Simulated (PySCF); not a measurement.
C4HF4O3 (charge -1).
SMILES with atom numbers: `[O:1]=[C:2]([O-:3])[O:4][C@H:5]([F:6])[C:7]([F:8])=[C:9]([F:10])[F:11]` (hydrogens: H12 on C5)

Computed geometry: GFN2-xTB, gas phase.

Give the optimised bond lengths and angles.

```tsv
bond	length (bohr)
O1=C2	2.260
C2–O3	2.248
C2–O4	3.126
O4–C5	2.480
C5–F6	2.702
C5–C7	2.873
C7–F8	2.552
C7=C9	2.503
C9–F10	2.534
C9–F11	2.493
C5–H12	2.096
```

A selection of angles:
```tsv
angle	degrees
O1–C2–O3	140.8
O1–C2–O4	110.9
O3–C2–O4	108.3
C2–O4–C5	115.5
O4–C5–F6	112.0
O4–C5–C7	112.6
O4–C5–H12	113.1
F6–C5–C7	105.1
F6–C5–H12	104.0
C7–C5–H12	109.3
C5–C7–F8	116.5
C5–C7–C9	125.3
F8–C7–C9	118.1
C7–C9–F10	124.9
C7–C9–F11	125.7
F10–C9–F11	109.4
```

Dihedral angles: O1–C2–O4–C5 -4° (synperiplanar); C2–O4–C5–F6 -107° (anticlinal); O4–C5–C7–F8 -116° (anticlinal); C5–C7–C9–F10 -178° (antiperiplanar).

Of the pairs four or more bonds apart, O1···H12 is among the closest relative to their van der Waals radii: 2.13 Å, 78 % of the sum of Bondi's values. The 2 C–C bonds span 1.325 Å (C7=C9, drawn double in a drawing that doesn't fit all lengths) to 1.520 Å (C5–C7, drawn single in a drawing that doesn't fit all lengths), a spread of 0.195 Å. The C–F distances run from 1.319 Å (C9–F11, drawn single in a drawing that doesn't fit all lengths) to 1.430 Å (C5–F6, drawn single in a drawing that doesn't fit all lengths), a spread of 0.111 Å. C7 (vinylic C–F carbon) is planar (angles 125.3°, 118.1° and 116.5°, sum 359.9°, 0.02 Å off the plane of its three neighbours). The C–O distances run from 1.190 Å (C2–O3, drawn single in a drawing that doesn't fit all lengths) to 1.654 Å (C2–O4, drawn single in a drawing that doesn't fit all lengths), a spread of 0.464 Å. C9 (=CF2 carbon) is planar (angles 125.7°, 124.9° and 109.4°, sum 360.0°, 0.01 Å off the plane of its three neighbours). C2 (carbonate carbon) is planar (angles 140.8°, 110.9° and 108.3°, sum 360.0°, 0.01 Å off the plane of its three neighbours).

Point group: C1 (no symmetry element, even within 0.4 Å). Whether it is a minimum is left open (no frequencies).

One conformer stands for the species.
